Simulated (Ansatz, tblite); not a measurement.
Isomers of Zn2I5⁻ (singlet), found by a short tight-binding search and relaxed with r2SCAN-D4/def2-SVPD in Ansatz.

In the def2 sets I takes a core potential, while STO-3G treats all electrons; there is no spin–orbit coupling. The xTB rows come from tblite. Correlated methods freeze 38 core orbitals; core or outer-core shells of I are correlated, in sets that lack core-valence functions.

A: At HF/STO-3G the highest occupied level of the charge -1 singlet lies above zero (up to 0.63 eV). In Hartree–Fock with STO-3G the lack of diffuse functions raises the level. B: At HF/STO-3G the highest occupied level of the charge -1 singlet lies above zero (up to 1.54 eV). In Hartree–Fock with STO-3G the lack of diffuse functions raises the level.

Other spin states weren't relaxed.

A:

```xyz
7

Zn   -0.772    2.017    0.719
Zn    0.855   -2.002   -0.668
I     2.936   -3.409   -0.444
I    -2.831    1.676   -0.647
I    -1.257   -2.445   -1.919
I    -0.121    3.935    2.221
I     1.190    0.226    0.738
```

B:

```xyz
7

Zn   -1.4130   -0.0501   -0.2490
Zn    1.4130    0.0502    0.2491
I    -3.8914   -0.1405   -0.6864
I     3.8915    0.1408    0.6861
I    -0.4118    0.5214    2.2295
I     0.1953   -2.2233   -0.6575
I     0.2163    1.7014   -1.5720
```

Problem. Estimate which lies lowest at each level, and how far above it the others are (eV).

Solution. 
```csv
level,A,B
GFN1-xTB,0.00,0.22
GFN2-xTB,0.69,0.00
HF/STO-3G,0.16,0.00
HF/def2-SVPD,0.00,0.03
PBE-D4/def2-SVP,0.55,0.00
r2SCAN-D4/def2-SVP,0.53,0.00
B97M-V/def2-SVP,0.47,0.00
PBE0-D4/def2-SVP,0.55,0.00
r2SCAN0-D4/def2-SVP,0.52,0.00
BHLYP-D4/def2-SVP,0.49,0.00
RPA@PBE/def2-SVPD,0.28,0.00
MP2/def2-SVPD,0.33,0.00
```
Point groups (tolerance 0.1 Å): A not assigned, B D3h. Lower isomers may exist.
